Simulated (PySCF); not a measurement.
Question: Give a PBE0-D3(BJ)/def2-SVP geometry of `C[O][Ta](=[NH])([O]C)[O]C` (Ta(NH)(OMe)3). (Singlet state.)

Answer: 
```
atom  x, y, z in Å
Ta1   -0.0016    0.0051   -0.0139
N2     0.0528   -0.0195    1.7606
H3     0.0752   -0.0405    2.7719
O4     1.6353   -0.7083   -0.6774
C5     2.8672   -1.2738   -0.3693
H6     3.0418   -1.2979    0.7209
H7     3.6819   -0.6950   -0.8374
H8     2.9219   -2.3075   -0.7519
O9    -0.2241    1.8079   -0.5867
C10   -0.3449    3.1402   -0.2107
H11   -0.3070    3.2579    0.8867
H12   -1.3022    3.5552   -0.5706
H13    0.4710    3.7387   -0.6515
O14   -1.4713   -1.0545   -0.5970
C15   -2.5571   -1.8533   -0.2643
H16   -2.6740   -1.9460    0.8300
H17   -2.4331   -2.8656   -0.6860
H18   -3.4882   -1.4263   -0.6757
```

Any rigid rotation of these coordinates is as good. Atoms count from 1 in this order. All 3 O–Ta bonds measure 1.903 to 1.905 Å. Ta1 (tantalum bonded to N and 3 O) is tetrahedral (angles from 108.5° to 110.5°). All 3 C–O bonds measure 1.388 to 1.390 Å.

Bonds between heavy atoms (Å): Ta1–N2 1.775, Ta1–O4 1.905, Ta1–O9 1.905, Ta1–O14 1.903, O4–C5 1.390, O9–C10 1.390, O14–C15 1.388.

Computed, not measured: PBE0-D3(BJ)/def2-SVP geometry optimisation, gas phase, def2 core potentials past Kr (PySCF 2.14.0).

Not checked by PBE0-D3(BJ)/def2-SVP frequencies. Torsions: N2–Ta1–O4–C5 2°, N2–Ta1–O9–C10 2°, N2–Ta1–O14–C15 1°.
